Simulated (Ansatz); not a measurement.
Reaction (ligand exchange at a Ge–C bond): `N=[C](F)[GeH3]` + `OC#C[SiH3]` → `[SiH3]C#C[O][GeH3]` + `N=CF`

Gas-phase electronic energies from Ansatz, PBE0-D4/def2-TZVP geometries. CBS: MP2 limit from def2 TZ/QZ plus the TZ coupled-cluster correction, frozen cores. This one scheme is used for every species. Functionals use def2-TZVPP. For Ge outer-core shells are correlated without core-valence functions, which leaves a few kJ/mol of doubt a bond. Scalar relativity is left out up to krypton. One conformer a species, not always the lowest.

| level | ΔE (kJ/mol) | difference from CCSD(T)/CBS |
| --- | --- | --- |
| PBE-D4 | -52.7 | 7.0 |
| B2PLYP | -65.6 | -5.9 |
| PBE | -52.0 | 7.7 |
| PBE0 | -56.0 | 3.7 |
| HF/def2-TZVPP | -80.1 | -20.4 |
| HF/def2-QZVPP | -81.2 | -21.5 |
| MP2/def2-QZVPP | -65.6 | -5.9 |
| SCS-MP2/def2-QZVPP | -68.4 | -8.7 |
| HF/CBS(def2) | -81.4 | -21.7 |
| MP2/CBS(def2) | -64.0 | -4.3 |
| CCSD(T)/CBS | -59.7 | 0 |

Largest T1 diagnostic among the species: 0.013.

In def2-TZVPP, CCSD(T) changes the Hartree–Fock value by +17.4 kJ/mol (the triples alone add +1.4 kJ/mol) and MP2 by +13.2 kJ/mol. From PBE to PBE0 (25 % exact exchange), in def2-TZVPP and without D4, ΔE moves by −4.1 kJ/mol.
